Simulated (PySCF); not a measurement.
C₅H₅FO, SMILES C#C[C@@]1(F)CCO1.

The structure is a stationary point at ωB97X-D3(BJ)/def2-SVP. The structure was generated by enumeration; whether it is a known compound was not checked.

These are TDDFT-PBE/def2-SVPD run with PySCF 2.14.0 values and carry that method's errors.

Vertical excitations. Isolated molecule, no solvent.

| state | energy (eV) | λ (nm) | f | main pairs |
|---|---|---|---|---|
| S1 | 5.94 | 209 | 0.002 | HOMO→LUMO 90 % |
| S2 | 6.21 | 200 | 0.013 | HOMO→LUMO+1 74 %, HOMO−1→LUMO 18 % |
| S3 | 6.45 | 192 | 0.004 | HOMO−1→LUMO+1 70 %, HOMO−1→LUMO 19 % |
| S4 | 6.69 | 185 | 0.016 | HOMO−2→LUMO 59 %, HOMO−1→LUMO+1 19 %, HOMO−1→LUMO 11 % |
| S5 | 6.78 | 183 | 0.023 | HOMO→LUMO+2 62 %, HOMO−2→LUMO+1 16 %, HOMO−2→LUMO 12 % |
| S6 | 6.80 | 182 | 0.032 | HOMO→LUMO+2 38 %, HOMO−2→LUMO+1 30 %, HOMO−2→LUMO 15 %, HOMO−1→LUMO 12 % |
| S7 | 7.23 | 171 | 0.033 | HOMO−1→LUMO+2 88 % |
| S8 | 7.25 | 171 | 0.029 | HOMO−3→LUMO 68 %, HOMO−1→LUMO+2 11 % |
| S9 | 7.32 | 169 | 0.013 | HOMO→LUMO+3 89 % |
| S10 | 7.35 | 169 | 0.006 | HOMO−3→LUMO+1 97 % |
| T1 | 5.15 | 241 | 0 | HOMO−1→LUMO 31 %, HOMO→LUMO+1 25 %, HOMO→LUMO 15 %, HOMO−2→LUMO+1 15 % |
| T2 | 5.53 | 224 | 0 | HOMO→LUMO 55 %, HOMO−1→LUMO+1 29 % |
| T3 | 5.57 | 223 | 0 | HOMO−1→LUMO 50 %, HOMO→LUMO+1 39 % |
| T4 | 6.00 | 206 | 0 | HOMO−1→LUMO+1 38 %, HOMO→LUMO 27 %, HOMO−2→LUMO 17 %, HOMO−1→LUMO 9 % |
Triplets are in the Tamm–Dancoff approximation, which puts them higher than full response would, so one can lie above its singlet here.
